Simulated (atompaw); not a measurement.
# Before and after: PAW (atompaw) potential for Sc

* Element: Sc
* Generator: atompaw 4.2.0.5
* Type: PAW
* Functional: LDA (PW92)
* Relativity: scalar-relativistic
* Frozen core: [Ar]
* Valence charge: 3
* Reference configuration: 3d1 4s2 4p0
* Partial waves: 4s (bound): rc 3.00 bohr; 4s channel at 2.25 Ry: rc 3.00 bohr; 4p (bound, empty): rc 3.00 bohr; 4p channel at 0.4 Ry: rc 3.00 bohr; 3d (bound): rc 3.00 bohr; 3d channel at 4.2 Ry: rc 2.15 bohr
* Local potential: troulliermartins scheme with l = 3 at 0 Ry, radius 2.50 bohr
* Core correction: smooth core density matched at 2.75 bohr
* Augmentation charge: sinc compensation charge, radius 2.30 bohr; PAW radius 3.00 bohr; waves and projectors: custom rrkj vanderbiltortho

Change: local potential troulliermartins scheme with l = 3 at 0 Ry, radius 1.54 bohr.

Cutoffs: the cutoffs (Ry, on a coarse ladder) from which the occupation-weighted sum of valence levels, in a spherical-Bessel basis at the reference potential, stays within 10 and 1 mRy of its value at 400 Ry; they do not see the model core or the augmentation charge, which bear on the density cutoff.

What does the change do?

Both files are so soft that the ladder of cutoffs tells neither apart; a bound ghost appears in p, s, which as a rule spoils a file; the range in which the s phases agree widens (upper end 1.4 → 3.7). A state that the projectors do not describe sees the local part alone, so a deeper or shallower local part can create or remove a ghost.

| quantity | base | changed |
| --- | --- | --- |
| cutoff, loose | 10 Ry | 10 Ry |
| cutoff, tight | 10 Ry | 10 Ry |
| bound ghosts | none | s, p |
| s: phases at 3.01 bohr within 0.05 rad from the reference energy up to (Ry; the scan ends near 5) | 1.4 | 3.7 |
| p: phases at 3.01 bohr within 0.05 rad from the reference energy up to (Ry; the scan ends near 5) | 3.3 | 3.8 |
| d: phases at 3.01 bohr within 0.05 rad from the reference energy up to (Ry; the scan ends near 5) | 0.1 | 0.3 |
| lowest overlap eigenvalue by channel | s 0.76, p 0.65, d 1.00 | s 0.29, p 0.63, d 1.00 |

 A true bound ghost makes a file unfit for plane-wave use even where its test errors are small: the radial tests pick states by their node count and pass the ghost by. The cutoffs see the waves, projectors and local potential, not the compensation charge or the core.
